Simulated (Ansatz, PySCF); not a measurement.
B(AsH2)2(OH) (As2BH5O), SMILES OB([AsH2])[AsH2]. Atoms are numbered in the order given.

```xyz
9

B      0.7995    -0.2861     0.0729
As    -0.7866    -1.0599     1.1451
H     -0.3840    -2.5285     0.9651
H     -1.7293    -1.0702    -0.0543
As     0.5033     1.2937    -1.2093
H      1.6527     2.1351    -0.6584
H     -0.5519     1.9712    -0.3375
O      2.0572    -0.7683     0.1629
H      2.1542    -1.5629     0.7054
```

Coordinates come from a B3LYP-D3(BJ)/def2-SVP optimisation. This is a generated structure with no PubChem entry under its InChIKey; it may be hypothetical. The values are those of a single conformer.

Two levels are set side by side: PBE-D3(BJ)/def2-SVP (Ansatz, a program for electronic structure) and B3LYP-D3(BJ)/def2-SVP (Ansatz). Each level has its own optimised geometry; the coordinates shown are those of the second. Frequencies come from the Hessian of PySCF at each geometry. Differences are taken from unrounded values.

```
quantity                            B3LYP-D3(BJ)
----------------------------------  ------------
mean bond length (Å)                       1.569
bond B1–As2 (Å)                            2.065
bond B1–As5 (Å)                            2.056
bond B1–O8 (Å)                             1.350
bond As2–H3 (Å)                            1.533
bond As2–H4 (Å)                            1.526
bond As5–H6 (Å)                            1.527
bond As5–H7 (Å)                            1.527
bond O8–H9 (Å)                             0.967
highest harmonic wavenumber (cm⁻¹)          3809
mean harmonic wavenumber (cm⁻¹)             1054
zero-point energy (kcal/mol)               31.65
```

Question: What does PBE-D3(BJ) give, and how far is it from B3LYP-D3(BJ)? (The exact figures need the calculation; the answer reports its results.)

Answer: 
| quantity | PBE-D3(BJ) | PBE-D3(BJ) minus B3LYP-D3(BJ) |
|---|---|---|
| mean bond length (Å) | 1.577 | 0.008 |
| bond B1–As2 (Å) | 2.066 | 0.001 |
| bond B1–As5 (Å) | 2.057 | 0.001 |
| bond B1–O8 (Å) | 1.360 | 0.010 |
| bond As2–H3 (Å) | 1.544 | 0.010 |
| bond As2–H4 (Å) | 1.536 | 0.010 |
| bond As5–H6 (Å) | 1.537 | 0.010 |
| bond As5–H7 (Å) | 1.537 | 0.010 |
| bond O8–H9 (Å) | 0.976 | 0.009 |
| highest harmonic wavenumber (cm⁻¹) | 3693 | -116 |
| mean harmonic wavenumber (cm⁻¹) | 1024 | -31 |
| zero-point energy (kcal/mol) | 30.74 | -0.92 |

Exact exchange shortens and stiffens bonds; PBE has none. Differences between two approximate levels are no errors against the true value.
